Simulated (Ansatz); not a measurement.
One change: `FC1=CCC1F` becomes `FC1=C(F)C(F)C1`.

Ansatz, PBE0-D4/def2-TZVP geometries, multiplicity 1. 

```json
{"property": "HOMO–LUMO gap (PBE/def2-TZVPP) / eV", "`FC1=CCC1F`": "5.32"}
{"property": "zero-point energy (PBE0-D4/def2-TZVP) / kJ/mol", "`FC1=CCC1F`": "189.6"}
{"property": "HOMO energy (PBE/def2-TZVPP) / eV", "`FC1=CCC1F`": "-6.42"}
{"property": "LUMO energy (PBE/def2-TZVPP) / eV", "`FC1=CCC1F`": "-1.11"}
{"property": "LUMO energy (PBE0/def2-TZVPP) / eV", "`FC1=CCC1F`": "-0.07"}
{"property": "ideal-gas entropy at 298 K and 1 bar (rigid rotor, harmonic PBE0-D4/def2-TZVP) / J/(mol·K)", "`FC1=CCC1F`": "306"}
```

Question: What does the change do to each property? (An estimate is asked.)

Answer: Computed: 
```json
{"property": "HOMO–LUMO gap (PBE/def2-TZVPP) / eV", "`FC1=C(F)C(F)C1`": "5.52", "shift": "0.20"}
{"property": "zero-point energy (PBE0-D4/def2-TZVP) / kJ/mol", "`FC1=C(F)C(F)C1`": "170.3", "shift": "-19.3"}
{"property": "HOMO energy (PBE/def2-TZVPP) / eV", "`FC1=C(F)C(F)C1`": "-6.30", "shift": "0.12"}
{"property": "LUMO energy (PBE/def2-TZVPP) / eV", "`FC1=C(F)C(F)C1`": "-0.78", "shift": "0.33"}
{"property": "LUMO energy (PBE0/def2-TZVPP) / eV", "`FC1=C(F)C(F)C1`": "0.26", "shift": "0.33"}
{"property": "ideal-gas entropy at 298 K and 1 bar (rigid rotor, harmonic PBE0-D4/def2-TZVP) / J/(mol·K)", "`FC1=C(F)C(F)C1`": "325", "shift": "19"}
```
